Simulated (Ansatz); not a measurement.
Compare A (`C1CSC[SiH2]1`) with its isomer B (`C=C[SiH](C)S`).

Program: Ansatz. Geometries: PBE0-D4/def2-TZVP. ΔE: electronic, gas phase. CCSD(T)/CBS is the MP2 limit (def2-TZVPP, def2-QZVPP) plus CCSD(T) − MP2 in def2-TZVPP, frozen cores. Functionals use def2-TZVPP. B3LYP here is the variant with VWN-RPA as its local correlation; programs differ in this. One conformer a species, not always the lowest.

A:

Z-matrix (Å, degrees):
```
C
Si 1 1.887
C 1 1.527 2 106.2
H 1 1.093 2 108.8 3 -118.2
H 1 1.093 2 112.8 3 122.3
C 2 1.891 1 100.3 3 12.9
H 2 1.487 1 112.3 3 131.5
H 2 1.490 1 112.9 3 -105.8
S 3 1.813 1 110.2 2 -39.4
H 3 1.092 1 112.7 2 -157.9
H 3 1.094 1 111.0 2 81.4
H 6 1.093 2 112.6 1 -103.8
H 6 1.091 2 112.2 1 133.8
```

B:

```xyz
13

C     0.603   -2.210    0.066
C    -0.058   -1.174   -0.444
Si    0.268    0.574    0.089
C    -1.263    1.437    0.711
S     0.939    1.755   -1.574
H     0.414   -3.233   -0.248
H     1.368   -2.078    0.827
H    -0.809   -1.362   -1.210
H     1.318    0.517    1.143
H    -2.039    1.453   -0.057
H    -1.658    0.917    1.587
H    -1.041    2.468    0.995
H     1.957    0.936   -1.885
```

**Question.** Which is lower in electronic energy at CCSD(T)/CBS, and by how much? (Best estimate.)

**Answer.** Ansatz gave: B, by 10.9 kcal/mol.

**Question.** Give E(B) − E(A) in kcal/mol with BLYP-D4, B2PLYP, PBE-D4, B3LYP, B3LYP-D4, PBE0-D4, CCSD/def2-TZVPP. (An estimate is asked.)

**Answer.** Computed: BLYP-D4 -14.1, B2PLYP -12.6, PBE-D4 -8.5, B3LYP -14.3, B3LYP-D4 -12.8, PBE0-D4 -7.2, CCSD/def2-TZVPP -11.6. None reverses the order clearly.

**Question.** Does the order hold for the free energy at 298.15 K (harmonic terms from PBE0-D4)? (An estimate is asked.)

**Answer.** The calculation gave: Yes: G(B) − G(A) = -14.6 kcal/mol, for one conformer each.

Largest T1 diagnostic: 0.011.

In def2-TZVPP, CCSD(T) changes the Hartree–Fock value by +5.8 kcal/mol (the triples alone add +0.5 kcal/mol) and MP2 by +7.8 kcal/mol. From r2SCAN to r2SCAN0 (25 % exact exchange), in def2-TZVPP and without D4, E(B) − E(A) moves by +1.5 kcal/mol.
